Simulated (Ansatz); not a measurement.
Calculated with Ansatz (gas phase, PBE0-D4/def2-TZVP geometries, no zero-point term in ΔE). CCSD(T)/CBS adds triple-zeta CCSD(T) − MP2 to the extrapolated MP2 energy (def2 sets, frozen cores). This one scheme is used for every species, atoms too. No spin–orbit coupling; open shells (•) take unrestricted orbitals. Spin–orbit coupling would lower the free atoms: a little for B, C, S.

`CB1NCS1` → B• + 2 C• + 6 H• + N• + S•  (atomization)

| species | MP2/def2-TZVPP energy (Eh) |
| --- | --- |
| `CB1NCS1` | -556.83877 |
| B• | -24.57584 |
| C• | -37.75859 |
| H• | -0.49981 |
| N• | -54.49761 |
| S• | -397.61853 |

Question: Work out ΔE.

Answer: ΔE = 6 × (-0.49981) + 2 × (-37.75859) + (-24.57584) + (-54.49761) + (-397.61853) − (-556.83877) = 1.63075 Eh = +4281.5 kJ/mol. CCSD(T)/CBS gives +4313.1 kJ/mol.

Largest T1 diagnostic among the species: 0.014.

The D4 term adds +37.0 kJ/mol with B3LYP and +19.2 kJ/mol with PBE0; it sums over pairs of atoms, weighted by their polarisabilities, and B3LYP, whose exchange is more repulsive, gets the larger term. From PBE to PBE0 (25 % exact exchange), in def2-TZVPP and without D4, ΔE moves by −72.7 kJ/mol: exact exchange takes away binding that semilocal exchange gives to molecules. In def2-TZVPP, CCSD(T) changes the Hartree–Fock value by +1056.8 kJ/mol (the triples alone add +70.7 kJ/mol) and MP2 by +1138.7 kJ/mol; breaking electron pairs costs correlation energy, which Hartree–Fock lacks.

B3LYP here is the variant with VWN-RPA as its local correlation; programs differ in this.

For atomizations the MP2-based limit and the directly extrapolated one differ by several kJ/mol either way, and by 10 to 25 for some Ge, Se and Sn compounds, so smaller differences from it don't rank the levels.
